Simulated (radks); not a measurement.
Values are calculated unless marked as measured or tabulated.
Ionisation of neutral dysprosium, [Xe] 4f10 6s2, to [Xe] 4f10 6s1 as the strength of local exchange is varied. Code: a radial shooting solver on a logarithmic mesh with Libxc functionals. Model: scalar-relativistic Kohn-Sham, Slater X-alpha exchange (alpha = 2/3 is LDA exchange), no correlation, spin-polarised, spherical densities, point nucleus; open shells are filled with parallel spins first (spin-orbit coupling, left out, can overturn this in heavy ions).

\begin{tabular}{lrrrrr}
alpha & E(Dy) (hartree) & exchange (hartree) & IE (eV) & -e of the level emptied (eV) & <r> of it (bohr) \\ \hline
0.662 & -12141.0994 & -246.7236 & 5.114 & 3.005 (6s) & 4.226 \\
0.667 & -12142.9704 & -248.6295 & 5.133 & 3.025 (6s) & 4.221 \\
0.674 & -12145.5904 & -251.2988 & 5.160 & 3.053 (6s) & 4.213 \\
0.738 & -12169.5733 & -275.7592 & 5.416 & 3.323 (6s) & 4.140 \\
0.924 & -12239.5677 & -347.4152 & 6.220 & 4.188 (6s) & 3.937 \\
\end{tabular}

NIST Atomic Spectra Database: 5.939 eV (measured). The Delta-SCF value meets it near alpha = 0.86. Open shells are spherical and high-spin; term and fine-structure splittings are not resolved. Spin-orbit splitting is averaged out at the scalar-relativistic level.
